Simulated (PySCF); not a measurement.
## How methods differ on the ionisation energy of Ag⁺

Ag⁺ [Kr] 4d10 (1S) → Ag²⁺ [Kr] 4d9 (2D), as a difference of total energies. All numbers are calculated (PySCF 2.14, the spin-free X2C one-electron Hamiltonian (Gaussian nucleus), in x2c-SVPall (6s5p5d1f, 53 functions)). Correlated levels: valence: [Kr] frozen. The calculations carry no spin-orbit coupling.

```csv
method,ionisation energy (eV)
UHF,19.814
B3LYP,21.892
TPSS,21.699
MP2 (valence),21.358
SCS-MP2 (valence),21.186
```

Question: How much does correlation contribute at MP2 (valence)?

Answer: 21.358 − (19.814) = 1.544 eV, measured against UHF.

The reference lies between the lowest fine-structure levels, while these numbers refer to the centres of the terms.

Errors of the correlated levels include the incompleteness of this basis and the frozen core.

For comparison: 21.484 eV (measured; NIST Atomic Spectra Database, ionization energies).
